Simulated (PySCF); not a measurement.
## Excitation energy of Cr²⁺ by level of theory

Cr²⁺ [Ar] 3d4 (5D) → Cr²⁺ [Ar] 3d3 4s1 (5F), as a difference of total energies. Computed with PySCF 2.14 in def2-TZVPPD, with the non-relativistic Hamiltonian (point nucleus). Correlated levels: valence and next inner shell: [Ne] frozen. The calculations carry no spin-orbit coupling.

```csv
method,excitation energy (cm⁻¹)
UHF,50043
MP2 (valence and next inner shell),55263
SCS-MP2 (valence and next inner shell),53202
CCSD (valence and next inner shell),53563
CCSD(T) (valence and next inner shell),53560
```

A first-order spin-orbit estimate (lowest level to lowest level, LS coupling) adds -0.023 eV.
